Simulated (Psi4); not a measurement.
Computed with Psi4 with SAPT0/jun-cc-pVDZ, frozen core.

Psi4 input:

```
molecule {
0 1
C -0.48798350 -0.01400269 -0.01950685
C 0.96459744 0.02764053 0.03852661
N 2.11257707 0.06059550 0.08442119
H -0.81283163 -0.62738388 -0.86016769
H -0.88853618 -0.43936042 0.90087589
H -0.88782319 0.99251095 -0.14414916
--
0 1
B 3.64114515 -0.11015734 0.64961656
H 3.27304738 0.34807379 1.68353463
H 4.09767900 0.60113980 -0.18709488
H 3.55275539 -1.27967004 0.45243030
units angstrom
symmetry c1
no_reorient
no_com
}
set basis jun-cc-pvdz
set scf_type df
set freeze_core true
energy('sapt0')
```

Part of the output:

```
    SAPT Results
  --------------------------------------------------------------------------------------------------------
    Electrostatics               -100.95174986 [mEh]     -63.34817943 [kcal/mol]    -265.04878275 [kJ/mol]
      Elst10,r                   -100.95174986 [mEh]     -63.34817943 [kcal/mol]    -265.04878275 [kJ/mol]

    Exchange                      205.38105313 [mEh]     128.87855657 [kcal/mol]     539.22788069 [kJ/mol]
      Exch10                      205.38105313 [mEh]     128.87855657 [kcal/mol]     539.22788069 [kJ/mol]
      Exch10(S^2)                 187.87968430 [mEh]     117.89628183 [kcal/mol]     493.27804318 [kJ/mol]

    Induction                     -85.34045427 [mEh]     -53.55194355 [kcal/mol]    -224.06133181 [kJ/mol]
      Ind20,r                    -132.57993897 [mEh]     -83.19516773 [kcal/mol]    -348.08858180 [kJ/mol]
      Exch-Ind20,r                 70.36357093 [mEh]      44.15380737 [kcal/mol]     184.73953004 [kJ/mol]
      delta HF,r (2)              -23.12408624 [mEh]     -14.51058319 [kcal/mol]     -60.71228005 [kJ/mol]

    Dispersion                    -28.18392050 [mEh]     -17.68567712 [kcal/mol]     -73.99687307 [kJ/mol]
      Disp20                      -33.39101869 [mEh]     -20.95318056 [kcal/mol]     -87.66810748 [kJ/mol]
      Exch-Disp20                   5.20709819 [mEh]       3.26750344 [kcal/mol]      13.67123441 [kJ/mol]
      Disp20 (SS)                 -16.69550934 [mEh]     -10.47659028 [kcal/mol]     -43.83405374 [kJ/mol]
      Disp20 (OS)                 -16.69550934 [mEh]     -10.47659028 [kcal/mol]     -43.83405374 [kJ/mol]
      Exch-Disp20 (SS)              2.31342843 [mEh]       1.45169826 [kcal/mol]       6.07390551 [kJ/mol]
      Exch-Disp20 (OS)              2.89366976 [mEh]       1.81580519 [kcal/mol]       7.59732890 [kJ/mol]

  Total HF                         19.08884900 [mEh]      11.97843359 [kcal/mol]      50.11776613 [kJ/mol]
  Total SAPT0                      -9.09507150 [mEh]      -5.70724353 [kcal/mol]     -23.87910694 [kJ/mol]
```
